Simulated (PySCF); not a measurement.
J couplings in C$_{4}$H$_{7}$FGe

Cartesian coordinates in Å; atom numbers follow the order of the lines, from 1:
```xyz
13

F    -1.7867   -0.3428   -1.7446
C    -1.3204   -0.2835   -0.4408
C    -0.8399    1.0975   -0.1164
C     0.4067    1.2907    0.3395
C     1.3466    0.1348    0.5380
Ge    0.3078   -1.3899   -0.1547
H    -2.1575   -0.5796    0.2164
H    -1.5288    1.9356   -0.2700
H     0.7535    2.3040    0.5748
H     1.5879   -0.0084    1.6046
H     2.3056    0.2976    0.0204
H     0.8434   -1.9568   -1.4780
H     0.1227   -2.5184    0.8756
```

Indirect spin–spin couplings were computed at B3LYP/pcJ-1 (pcSseg-1 on Ge) (spin–dipole term only in couplings to heteroatoms) (PySCF 2.14.0 with density-fitted response routines) on a PBE0-D3(BJ)/def2-SVP structure, for the isolated molecule, without vibrational or relativistic corrections. Couplings are averaged over pairs made equivalent by symmetry, fast rotation or ring inversion, so a value needn't be that of the named pair in this geometry, while other rotamers aren't included; one pair stands for each set, and the list holds a selection of those of at least 1.5 Hz over up to four bonds. One-bond C–F couplings come out tens of Hz too large with common functionals.

Isotopes: ¹⁹F, ¹³C, ¹H.

```tsv
pair	bonds	J (Hz)
F1, C2	1	-249.1
C2, C3	1	46.4
C2, H7	1	160.6
C3, C4	1	77.1
C3, H8	1	169.7
C4, C5	1	40.4
C4, H9	1	167.0
C5, H10	1	139.8
C5, H11	1	140.9
F1, C3	2	15.5
C2, C4	2	8.3
C2, C5	2	?
C3, H7	2	?
C5, H9	2	?
H10, H11	2	-20.1
F1, C4	3	?
F1, H8	3	?
F1, H13	3	10.3
C3, H10	3	7.3
C3, H11	3	7.3
C4, H7	3	?
C4, H12	3	?
C5, H8	3	10.8
H7, H12	3	1.6
H10, H13	3	?
H8, H11	4	-2.8
```

Estimate the withheld couplings, with signs.

Results:


- ²J(C2,C5) = 9.1 Hz (angle at Ge6 93°)
- ²J(C3,H7) = -3.8 Hz (angle at C2 111°)
- ²J(C5,H9) = 6.1 Hz (angle at C4 119°)
- ³J(F1,C4) = 10.5 Hz (dihedral angle 125°)
- ³J(F1,H8) = 9.7 Hz (dihedral angle 55°)
- ³J(C4,H7) = 7.6 Hz (dihedral angle 116°)
- ³J(C4,H12) = 2.2 Hz (dihedral angle 110°)
- ³J(H10,H13) = 2.6 Hz (dihedral angle 4°)

Relativistic effects of the heavier atoms present are left out.
